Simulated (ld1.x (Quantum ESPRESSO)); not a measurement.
# Plane-wave convergence, TM potential for C (Z = 6)

ld1.x (Quantum ESPRESSO) 7.5 input, shortened:

```
&input
   title='C', zed=6., rel=1, dft='REVPBE', iswitch=3,
   config='[He] 2s2 2p1.5 3d-2'
 /
 &inputp
   pseudotype=2, tm=.true., lloc=0,
   nlcc=.false.
 /
3
2P  2  1   1.50   0.00  1.40  1.40  0.0
3D  3  2  -2.00  -0.10  1.05  1.05  0.0
2S  1  0   2.00   0.00  0.80  0.80  0.0
 &test
   configts(1)='2s2 2p1.5'
 /
```

The pseudo-atom Hamiltonian at the reference potential is diagonalised in spherical Bessel functions j_l(qr) that vanish at 20 bohr, with q² up to the cutoff. All-electron valence levels (Ry): 2p -0.7841, 2s -1.4267.

Question: How do the lowest levels (Ry) of each channel move with the cutoff, and are there ghosts?

Answer:

| cutoff (Ry) | p #1 | p #2 | d #1 | s #1 | s #2 | f #1 | Σ f·Δε (mRy) |
| --- | --- | --- | --- | --- | --- | --- | --- |
| 8 | -0.5033 | -0.0690 | -0.0222 | -1.3152 | -0.1694 | 0.0402 | 643.9 |
| 15 | -0.6404 | -0.0819 | -0.0223 | -1.3523 | -0.1724 | 0.0402 | 364.1 |
| 21 | -0.6969 | -0.0866 | -0.0223 | -1.3843 | -0.1752 | 0.0402 | 215.4 |
| 35 | -0.7683 | -0.0922 | -0.0223 | -1.4004 | -0.1766 | 0.0402 | 76.2 |
| 45 | -0.7806 | -0.0931 | -0.0223 | -1.4007 | -0.1766 | 0.0402 | 57.1 |
| 60 | -0.7838 | -0.0934 | -0.0223 | -1.4059 | -0.1771 | 0.0402 | 41.9 |
| 90 | -0.7840 | -0.0934 | -0.0223 | -1.4203 | -0.1784 | 0.0402 | 12.7 |
| 110 | -0.7841 | -0.0934 | -0.0223 | -1.4240 | -0.1787 | 0.0402 | 5.2 |
| 160 | -0.7841 | -0.0934 | -0.0223 | -1.4250 | -0.1788 | 0.0402 | 3.3 |
| 200 | -0.7841 | -0.0934 | -0.0223 | -1.4259 | -0.1789 | 0.0402 | 1.4 |
| 300 | -0.7841 | -0.0934 | -0.0223 | -1.4265 | -0.1790 | 0.0402 | 0.3 |
| 400 | -0.7841 | -0.0934 | -0.0223 | -1.4266 | -0.1790 | 0.0402 | 0.0 |

Result: no extra level below or beside the all-electron valence levels (p, d, s, f tested); 10 mRy is reached at 100 Ry and 1 mRy at 230 Ry.
